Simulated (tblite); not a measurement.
Compound: C₇H₇FS.
Numbering: `[CH3:1][S:2][c:3]1[cH:4][cH:5][cH:6][c:7]([F:8])[cH:9]1` (hydrogens: H10, H11, H12 on C1; H13 on C4; H14 on C5; H15 on C6; H16 on C9)

Computed with GFN2-xTB (tblite), gas phase: Langevin dynamics at 600 K from the optimised GFN2-xTB geometry, time step 0.5 fs, friction 0.01 fs⁻¹, 2000 steps.

Start geometry:
```
atom  x, y, z in Å
C1     -2.837   -0.586   -0.573
S2     -1.896    0.960   -0.724
C3     -0.271    0.521   -0.199
C4      0.679    1.542   -0.199
C5      1.977    1.289    0.194
C6      2.358    0.016    0.591
C7      1.401   -0.979    0.585
F8      1.747   -2.227    0.970
C9      0.092   -0.757    0.200
H10    -3.848   -0.341   -0.882
H11    -2.838   -0.919    0.461
H12    -2.421   -1.341   -1.234
H13     0.382    2.531   -0.511
H14     2.702    2.088    0.191
H15     3.367   -0.207    0.897
H16    -0.603   -1.581    0.222
```

The statistics below take the 31 frames saved every 25 fs from 250 to 1000 fs; their kinetic temperature (all 3N coordinates) averages 660 K.

**Question.** How do the bond lengths spread?

**Answer.** 
```tsv
bond	start (Å)	mean (Å)	standard deviation (Å)	shortest (Å)	longest (Å)
C1–S2	1.815	1.842	0.045	1.738	1.913
S2–C3	1.763	1.787	0.060	1.691	1.930
C3–C4	1.395	1.398	0.043	1.311	1.507
C4–C5	1.379	1.380	0.033	1.308	1.443
C5–C6	1.387	1.387	0.028	1.332	1.452
C6–C7	1.381	1.383	0.028	1.323	1.441
C7–F8	1.351	1.354	0.037	1.286	1.425
C7–C9	1.383	1.397	0.031	1.347	1.464
C3–C9	1.388	1.394	0.028	1.340	1.464
C1–H10	1.086	1.090	0.040	1.021	1.171
C1–H11	1.086	1.100	0.050	0.984	1.221
C1–H12	1.086	1.091	0.053	0.986	1.214
C4–H13	1.079	1.084	0.021	1.038	1.139
C5–H14	1.079	1.086	0.035	1.020	1.158
C6–H15	1.077	1.088	0.039	1.010	1.159
C9–H16	1.077	1.091	0.060	0.977	1.185
```

**Question.** Give the same statistics for bond angles, one of each kind among heavy atoms.

**Answer.** 
```tsv
angle	start (°)	mean (°)	standard deviation (°)	smallest (°)	largest (°)
C1–S2–C3	104.0	102.2	7.2	89.0	119.3
S2–C3–C4	116.5	117.5	6.7	105.6	134.4
S2–C3–C9	123.8	121.8	6.2	107.3	134.6
C4–C3–C9	119.8	119.9	3.6	112.8	126.0
C3–C4–C5	120.4	119.6	2.9	113.6	125.3
C4–C5–C6	120.6	120.6	2.7	115.3	126.6
C5–C6–C7	118.0	118.3	2.8	111.9	124.0
C6–C7–F8	119.2	119.5	6.4	107.2	130.4
C6–C7–C9	122.8	121.8	3.2	116.0	128.9
F8–C7–C9	118.0	118.0	6.8	103.8	133.0
C3–C9–C7	118.4	117.9	3.7	109.2	125.0
```

**Question.** How far does each atom move about its mean position (frames aligned on the start, all atoms weighted alike), and what rms force does it feel?

**Answer.** 
| atom | rms displacement (Å) | rms force (eV/Å) |
| --- | --- | --- |
| C1 | 0.35 | 3.24 |
| S2 | 0.58 | 1.64 |
| C3 | 0.35 | 2.35 |
| C4 | 0.27 | 2.37 |
| C5 | 0.25 | 2.02 |
| C6 | 0.18 | 2.28 |
| C7 | 0.18 | 2.31 |
| F8 | 0.37 | 1.53 |
| C9 | 0.36 | 2.74 |
| H10 | 0.64 | 1.41 |
| H11 | 0.75 | 1.73 |
| H12 | 0.67 | 1.74 |
| H13 | 0.39 | 0.91 |
| H14 | 0.49 | 1.32 |
| H15 | 0.39 | 1.39 |
| H16 | 0.56 | 2.06 |

The displacements run from 0.18 to 0.75 Å, the largest at H11.

**Question.** How widely does the potential energy scatter, against a harmonic estimate?

**Answer.** Mean 1.16 eV above the start, standard deviation 0.346 eV, range 0.48 to 1.97 eV. For 42 classical harmonic modes at 600 K the canonical values are 42kT/2 = 1.09 eV and kT·√(42/2) = 0.237 eV.

The run is classical and short, so these are rough statistics of one trajectory.

The cost below is that of the whole dynamics run. The run took 14 s on one thread of an Arm Neoverse V1, on a shared host, and the process peaked at 0.18 GiB of memory.
